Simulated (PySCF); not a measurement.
## Oxygen: a sound run and one with changed settings

Sound run: O(2+) [He] 2s2 2p2, O(3+) [He] 2s2 2p1. Computed with PySCF 2.14 in aug-cc-pVDZ, with no relativity, point nucleus. The sound run starts from symmetry-adapted Hartree-Fock orbitals and uses a fine grid where one is needed.

Changed run: radial step 0.8 in ln r (0.13 in the sound run). This setting is unsound on purpose.

| species | method | sound run (hartree) | changed run (hartree) | converged |
| --- | --- | --- | --- | --- |
| O(2+) | UHF | -73.08344 | -73.08344 | yes |
| O(2+) | BP86 | -73.24633 | -73.26873 | yes |
| O(2+) | r2SCAN | -73.23001 | -73.23687 | yes |
| O(3+) | UHF | -71.07568 | -71.07568 | yes |
| O(3+) | BP86 | -71.21232 | -71.21343 | yes |
| O(3+) | r2SCAN | -71.18528 | -71.16646 | yes |

Ionisation energy of O(2+):

| method | sound run (eV) | changed run (eV) |
| --- | --- | --- |
| UHF | 54.634 | 54.634 |
| BP86 | 55.348 | 55.928 |
| r2SCAN | 55.640 | 56.339 |

A coarse radial grid mis-integrates the density and the exchange-correlation energy, with errors of either sign; Hartree-Fock needs no grid.

For comparison, NIST gives 54.936 eV between the lowest levels.
